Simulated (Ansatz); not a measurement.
Reaction (ligand exchange at the In–C bond): `[CH3][In]([OH])[F]` + H–F → `[OH][In]([F])[F]` + CH₄

Computed with Ansatz on PBE0-D4/def2-TZVP structures; ΔE is electronic, products minus reactants. CCSD(T)/CBS is the MP2 limit (def2-TZVPP, def2-QZVPP) plus CCSD(T) − MP2 in def2-TZVPP, frozen cores. This one scheme is used for every species. DFT in def2-TZVPP. def2 core potentials past Kr. For In outer-core shells are correlated without core-valence functions, which leaves a few kJ/mol of doubt a bond. Each species was taken in one conformer, which may not be the lowest.

CCSD(T)/CBS gives -11.2 kcal/mol.

Another level gave -13.5 kcal/mol. Which?
A. B97M-V/def2-TZVPP
B. r2SCANh-D4/def2-TZVPP
C. BHLYP/def2-TZVPP
D. RPA@PBE/def2-TZVPP

B. r2SCANh-D4 -13.5, RPA@PBE/def2-TZVPP -11.6, B97M-V -17.1, BHLYP -14.5 kcal/mol.

Largest T1 diagnostic among the species: 0.018.

The D4 term adds +0.9 kcal/mol with B3LYP and +0.5 kcal/mol with PBE0; it sums over pairs of atoms, weighted by their polarisabilities, and B3LYP, whose exchange is more repulsive, gets the larger term. At CCSD(T), def2-SVP lies −5.9 kcal/mol from the extrapolated value and def2-TZVPP +0.1 kcal/mol. Leaving LDA and LC-ωPBE aside and taking each functional with its dispersion term where it has one, the values, not all of them listed here, spread over 5.7 kcal/mol, from B97M-V to HSE06-D4. LDA lies +4.1 kcal/mol from PBE without D4.

B3LYP here is the variant with VWN-RPA as its local correlation; programs differ in this.
